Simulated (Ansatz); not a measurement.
Total energies of `CNB(C)[SiH3]`.

```xyz
15

C    -1.874    0.800   -0.912
N    -0.536    0.251   -0.918
B     0.270   -0.116    0.158
C    -0.167    0.018    1.664
Si    2.100   -0.857   -0.309
H    -2.576    0.139   -1.428
H    -2.221    0.927    0.112
H    -1.903    1.777   -1.403
H    -0.168    0.129   -1.849
H     0.534    0.667    2.200
H    -0.099   -0.955    2.164
H    -1.174    0.407    1.836
H     3.205   -0.055    0.294
H     2.281   -2.257    0.177
H     2.328   -0.874   -1.788
```

The species carries charge 0 and has multiplicity 1. The structure was optimised at the PBE0-D4/def2-TZVP level. It is one conformer, not always the lowest. Basis def2-TZVPP, Ansatz.

RPA on PBE orbitals: Hartree–Fock energy of these orbitals -449.67199 Eh, correlation -1.39663 Eh (frozen core).

| functional | energy without D4 (Eh) | D4 term (kJ/mol) |
| --- | --- | --- |
| PBE0 | -451.10228 | -24.2 |
| PBE-QIDH | -450.99457 | – |

**Question.** Give the same for LDA (SPW92), PBE, revPBE, BLYP, r2SCAN, B97M-V, B3LYP, r2SCANh, r2SCAN0, HSE06 (plane-wave form), BHLYP, CAM-B3LYP, LC-ωPBE, ωB97X-V, ωB97M-V, B2PLYP. (Best estimate.)

**Answer.** Ansatz gave: 
```csv
functional,energy without D4 (Eh),D4 term (kJ/mol)
LDA (SPW92),-448.73681,–
PBE,-451.04318,-28.4
revPBE,-451.31423,-89.3
BLYP,-451.33369,-62.2
r2SCAN,-451.29781,-7.5
B97M-V,-451.35920,–
B3LYP,-451.46615,-45.3
r2SCANh,-451.29087,-7.9
r2SCAN0,-451.28155,-8.7
HSE06 (plane-wave form),-451.08521,-22.5
BHLYP,-451.33062,-33.4
CAM-B3LYP,-451.34294,-24.4
LC-ωPBE,-451.23618,–
ωB97X-V,-451.33745,–
ωB97M-V,-451.30923,–
B2PLYP,-451.15325,–
```

B3LYP takes the VWN-RPA correlation (the form of Gaussian; ORCA's B3LYP/G). HSE06 is the plane-wave form, built on full-range PBE exchange. The double hybrids freeze the cores in their second-order part.

LC-ωPBE has ω = 0.4 bohr⁻¹.
